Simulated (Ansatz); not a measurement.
`FC[SiH2][SnH2][F]` + `FC(F)(F)S` → `[F][SnH2][C](F)(F)F` + `FC[SiH2]S`  (formal exchange of groups at the Sn–Si bond)

Program: Ansatz. Geometries: PBE0-D4/def2-TZVP. ΔE: electronic, gas phase. CCSD(T)/CBS is the MP2 limit (def2-TZVPP, def2-QZVPP) plus CCSD(T) − MP2 in def2-TZVPP, frozen cores. Functionals use def2-TZVPP. B3LYP here is the variant with VWN-RPA as its local correlation; programs differ in this. def2 core potentials past Kr. For Sn outer-core shells are correlated without core-valence functions, which leaves a few kJ/mol of doubt a bond. Each species was taken in one conformer, which may not be the lowest.

| level | ΔE (kJ/mol) | difference from CCSD(T)/CBS |
| --- | --- | --- |
| PBE-D4 | -41.8 | 5.7 |
| r2SCAN-D4 | -45.4 | 2.1 |
| B3LYP-D4 | -47.1 | 0.4 |
| ωB97M-V | -47.5 | 0.0 |
| PBE | -41.8 | 5.7 |
| r2SCAN | -45.4 | 2.1 |
| PBE0 | -40.8 | 6.7 |
| B3LYP | -47.1 | 0.4 |
| MP2/def2-TZVPP | -51.2 | -3.7 |
| SCS-MP2/def2-TZVPP | -51.0 | -3.5 |
| CCSD/def2-TZVPP | -47.8 | -0.3 |
| CCSD(T)/def2-TZVPP | -47.9 | -0.4 |
| MP2/def2-QZVPP | -51.1 | -3.6 |
| SCS-MP2/def2-QZVPP | -51.3 | -3.8 |
| MP2/CBS(def2) | -50.7 | -3.2 |
| CCSD/CBS(def2) | -47.3 | 0.2 |
| CCSD(T)/CBS | -47.5 | 0 |

Largest T1 diagnostic among the species: 0.014.
